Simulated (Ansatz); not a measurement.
```yaml
crystal:
  periodic: [false, false, false]
  atoms:
    - {symbol: Si, position_ang: [0.351119, -0.416460, -1.123886]}
    - {symbol: Si, position_ang: [-0.351640, 0.416396, 1.123747]}
    - {symbol: O, position_ang: [-0.140776, 1.073801, -0.441945]}
    - {symbol: O, position_ang: [0.141296, -1.073727, 0.442074]}
basis:
  gaussian: {orbitals: def2-TZVP}
hamiltonian: {xc: {name: r2SCANh}, dispersion: d3bj}
output: {forces: true}
```

```sh
$ ansatz run in.yaml --threads 4 --pin off --events-out ev --progress --plain --max-ram 3916MiB
```

It prints (some lines left out):

```
Warning: the engine holds no damping parameters fitted to this dispersion correction and functional, so the run takes those fitted to r2scanh beside the three-body term, which d3bj leaves out (hamiltonian.dispersion, under Limitations)
Functional definition: r2SCANh
806 factors; their error is unknown
mean field evaluation 1: about -19839.4122 eV, gradient 7.9e1 eV
mean field evaluation 2: about -19755.4885 eV, gradient 1.9e2 eV
mean field evaluation 4: about -19849.9127 eV, gradient 2.9e0 eV
mean field evaluation 8: about -19849.9258 eV, gradient 2.5e-2 eV
mean field evaluation 16: about -19849.9485 eV, gradient 1.2e-5 eV
mean field -19849.94854983 eV, -729.4721544278 hartree, gradient 1.2e-5 eV, S^2 0.000000; 0 other end points of the search recorded, 0 dependent functions left out
reference -19849.94855826 eV, -729.4721547375 hartree; 22, 22 occupied and 114, 114 virtual orbitals, 806 factors
Total energy: -19849.97647002 eV, -729.4731804759 hartree
Atom 0 at     0.351119    -0.416460    -1.123886 Å, force    -0.336705     0.399718     1.082000 eV/Å
Atom 1 at    -0.351640     0.416396     1.123747 Å, force     0.339396    -0.401134    -1.080781 eV/Å
Atom 2 at    -0.140776     1.073801    -0.441945 Å, force     0.036098    -0.284878     0.117245 eV/Å
Atom 3 at     0.141296    -1.073727     0.442074 Å, force    -0.038789     0.286294    -0.118464 eV/Å
Dipole moment:    -0.000049     0.000073    -0.000032 e Å
```

Run time 2.1 s (4 threads of Arm Neoverse V1 on a shared host).
